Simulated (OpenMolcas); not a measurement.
**C2H3AlO (SMILES C#[C][AlH][OH]): the vertical energy of the triplet above the singlet from total energies**

The species is C2H3AlO (7 atoms), meant as a singlet with charge 0. SMILES: `C#[C][AlH][OH]`. Geometry: a GFN2-xTB relaxation, a rough one for these elements and not checked as a minimum. This is one conformer, not always the lowest.

Both states at this one shape; open shells run unrestricted unless said. 1 Eh = 27.2114 eV.

| level | program | singlet C2H3AlO (Eh) | triplet C2H3AlO (Eh) |
| --- | --- | --- | --- |
| SVWN5/6-311+G** | OpenMolcas | -393.389822 | -393.209688 |
| BLYP/6-311+G** | OpenMolcas | -395.673385 | -395.496388 |
| PBE/6-311+G** | OpenMolcas | -395.379268 | -395.203857 |

Work out the vertical gap, second state less first, at each level.


1. SVWN5/6-311+G**: -393.209688 − (-393.389822) = 0.180134 Eh = 4.90 eV.
2. BLYP/6-311+G**: -395.496388 − (-395.673385) = 0.176997 Eh = 4.82 eV.
3. PBE/6-311+G**: -395.203857 − (-395.379268) = 0.175411 Eh = 4.77 eV.

No measured value is set beside it here; the levels span 4.77 to 4.90 eV.
